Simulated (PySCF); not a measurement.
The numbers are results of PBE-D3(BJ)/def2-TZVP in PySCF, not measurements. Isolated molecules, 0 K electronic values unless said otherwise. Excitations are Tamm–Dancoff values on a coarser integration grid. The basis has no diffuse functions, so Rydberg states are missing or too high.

Reference species (SMILES): `[SiH3]C1=CC1` (neutral, multiplicity 1).

```
Property            Value
---------------  --------
HOMO             -6.20 eV
LUMO             -1.64 eV
S1–T1 gap (TDA)   1.69 eV
```

Changed species: `CC=C=[SiH2]`.

### Question
Give the shifts of the HOMO, LUMO and S1–T1 gap (TDA).

### Answer
the HOMO goes up by 0.99 eV, to -5.21 eV; the LUMO drops by 0.18 eV, to -1.82 eV; the S1–T1 gap (TDA) falls by 0.38 eV, to 1.31 eV.
